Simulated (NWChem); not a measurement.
# AlH₃, triplet; SMILES of the neutral closed-shell parent [AlH3]

```xyz
4

Al     0.2551     0.2416    -0.3281
H     -0.9977    -0.4430     0.8380
H      1.0935     1.2193     0.6114
H     -0.3612    -1.0180     0.8684
```
Atoms are numbered in this order, from 1.

Program: NWChem. Spin-unrestricted. The geometry was optimised at PBE0/def2-SVP, spin-unrestricted. This spin state was assumed; another may lie lower. No stability test was run on the SCF state. Vzz is the largest principal value of the second derivative of the potential at the nucleus (NWChem prints the opposite sign); η is the asymmetry. Non-relativistic.

```json
[
 {"level": "PBE/def2-TZVP", "Vzz Al1 (a.u.)": "[?]", "η Al1": "[?]"},
 {"level": "PBE/cc-pVTZ", "Vzz Al1 (a.u.)": "0.527", "η Al1": "0.61"},
 {"level": "B3LYP/cc-pVTZ", "Vzz Al1 (a.u.)": "0.556", "η Al1": "0.60"},
 {"level": "B3LYP/def2-SVP", "Vzz Al1 (a.u.)": "0.578", "η Al1": "0.35"}
]
```

Task: Some entries are withheld; supply them.

Result: 
- PBE/def2-TZVP, Vzz Al1 (a.u.): 0.592
- PBE/def2-TZVP, η Al1: 0.47
